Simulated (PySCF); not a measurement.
Peak assignment

Structure with atom numbers: `[SiH3:1][O:2][SiH:3]([O:4][SiH3:5])[O:6][SiH2:7][PH2:8]`. Hydrogens are named by the atom that carries them.

All values are calculated (PySCF): geometry: PBE0-D3(BJ)/def2-SVP, HF/pcSseg-1 with gauge-including orbitals. In vacuum, one computed conformer, no relativistic terms, averaged over atoms made equivalent by symmetry, fast rotation or ring inversion.

Chemical shifts δ = σref − σ; 1H (σref 31.69) vs TMS, all at this level.

Question: Assign these signals to the numbered atoms. 1H NMR (400 MHz, computed): δ 5.05 (m, 2H), 4.58 (s, 6H), 3.66 (s, 1H), 1.59 (m, 2H).

Answer: 
| δ (ppm) | atoms | environment | reason |
| --- | --- | --- | --- |
| 5.05 | H(Si7) | hydrogen on a silicon bonded to O, P | – |
| 4.58 | H(Si1)/H(Si5) | hydrogen on a silicon bonded to O | – |
| 3.66 | H(Si3) | hydrogen on a silicon bonded to 3 O | – |
| 1.59 | H(P8) | hydrogen on a phosphorus bonded to Si | – |

No couplings were computed; multiplicities are counted from neighbouring protons, with m where these are inequivalent, close in shift, in a saturated or five-membered ring or joined by F or P, and br s for small geminal =CH2 splittings.
